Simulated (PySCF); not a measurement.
OSe, SMILES O=[Se] (connectivity only; charge and spin as stated), neutral, multiplicity 3. Geometry optimised at PBE0-D3(BJ)/def2-TZVP.

Computed with PBE0-D3(BJ)/def2-TZVP in PySCF 2.14.0.

Harmonic wavenumbers (cm⁻¹): 974. Rotational constants (GHz): 14.25 (linear); symmetry number 1.

Task: Work out the zero-point energy and the ideal-gas rigid-rotor harmonic-oscillator thermochemistry at 298.15 K and 1 atm.

Result: ZPE = ½ Σ hcν = ½ × 974 cm⁻¹ = 1.39 kcal/mol. H − E(el) = 3.49 kcal/mol. Entropy in cal/(mol K): translation 39.56, rotation 14.06, vibration 0.10, spin 2.18, total 55.92. G − E(el) = -13.18 kcal/mol. Cp = 7.36 cal/(mol K).
